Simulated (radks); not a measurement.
Problem. Method: scalar-relativistic Kohn-Sham, exchange-only LDA, spin-polarised, spherical densities, finite nucleus; open shells are filled with parallel spins first (spin-orbit coupling, left out, can overturn this in heavy ions); Fermi nuclear charge, rms radius of each element as measured or else 0.836 A^(1/3) + 0.57 fm; computed with a radial shooting solver on a logarithmic mesh with Libxc functionals. Response by self-consistent Sternheimer equations with the Hartree and adiabatic exchange-only LDA kernel, the relativistic mass of each level held fixed and spin-orbit coupling left out. For heavy and open-shell atoms this level of theory can miss by tens of per cent. Rank Ru, Er2+, As, Rb3+, K, Tl3+ (NIST ground configurations) by static dipole polarisability, largest first.

Solution. K 292.5, Ru 61.60, As 36.61, Er2+ 8.935, Tl3+ 5.507, Rb3+ 5.021 bohr^3.
